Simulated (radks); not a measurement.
The palladium ion Pd10+ is in [Kr]. Calculated with a radial shooting solver on a logarithmic mesh with Libxc functionals: scalar-relativistic Kohn-Sham, PBE, spin-polarised, spherical densities, finite nucleus; Fermi nuclear charge, rms radius of each element as measured or else 0.836 A^(1/3) + 0.57 fm. Open shells are filled with parallel spins first. One electron is removed from 3d, 4p, 3p, 4s in turn, with full relaxation. Which removal costs least, and what does each cost?

Answer. 4p 240.14 eV; 4s 278.36 eV; 3d 549.80 eV; 3p 738.01 eV. The 4p electron leaves first.
